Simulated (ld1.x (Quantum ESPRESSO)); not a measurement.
## Building the RRKJ potential for Sn (Z = 50) (PBE, scalar-relativistic).

ld1.x (Quantum ESPRESSO) 7.5 input, shortened:

```
&input
   title='Sn', zed=50., rel=1, dft='PBE', iswitch=3,
   config='[Kr] 4d10 5s2 5p2 5d-2'
 /
 &inputp
   pseudotype=2, tm=.false., lloc=0,
   nlcc=.true., new_core_ps=.true., rcore=1.70
 /
3
5P  2  1   2.00   0.00  2.55  2.55  0.0
5D  3  2  -2.00   0.30  2.15  2.15  0.0
5S  1  0   2.00   0.00  1.70  1.70  0.0
 &test
   configts(1)='5s2 5p2'
 /
```

Poles of the logarithmic derivatives, all-electron (AE) and pseudo (PS). s: poles at 0.3 (AE) and 0.3 (PS) Ry. p: poles at 1.5 (AE) and 1.5 (PS) Ry. d: poles at -1.8, 3.6 (AE) and 3.0 (PS) Ry. Test radius 2.74 bohr.

- Cutoffs needed: 25 Ry and 55 Ry (the cutoffs (Ry, on a coarse ladder) from which the occupation-weighted sum of valence levels, in a spherical-Bessel basis at the reference potential, stays within 10 and 1 mRy of its value at 400 Ry)
- Ghost test: ghost state, extra bound levels that the all-electron valence spectrum of the same l lacks: d at -92.0 eV; a true bound ghost makes a file unfit for plane-wave use (spherical-Bessel basis up to 400 Ry, 20 bohr box)
- Configuration tests: 1 of 7 tests not solved or not reliable; not counted: 5s2 5p2.3 (solver errors, printed error -47.0 eV)
